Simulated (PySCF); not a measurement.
Excitation energy of As by level of theory

As [Ar] 3d10 4s2 4p3 (4S) → As [Ar] 3d10 4s1 4p4, s spin flipped, as a difference of total energies. Computed with PySCF 2.14 in aug-cc-pVDZ-PP with ECP10MDF, with scalar relativity through the core potential. Correlated levels: valence: 3s2 3p6 3d10 frozen. The calculations carry no spin-orbit coupling.

| method | excitation energy (eV) |
| --- | --- |
| UHF | 13.500 |
| LDA | 10.855 |
| PBE | 10.846 |
| PBE0 | 11.474 |
| r2SCAN | 11.477 |
| LC-wPBE | 12.074 |
| wB97M-V | 11.577 |
| wB97X | 11.559 |
| MN15 | 11.120 |
| MP2 (valence) | 12.195 |
| SCS-MP2 (valence) | 11.947 |

How much does correlation contribute at MP2 (valence)?

12.195 − (13.500) = -1.305 eV, measured against UHF.

The upper determinant mixes two multiplicities, so it lies between the two terms.

The upper state lies above the first ionisation limit, where it may autoionise and the basis confines it.
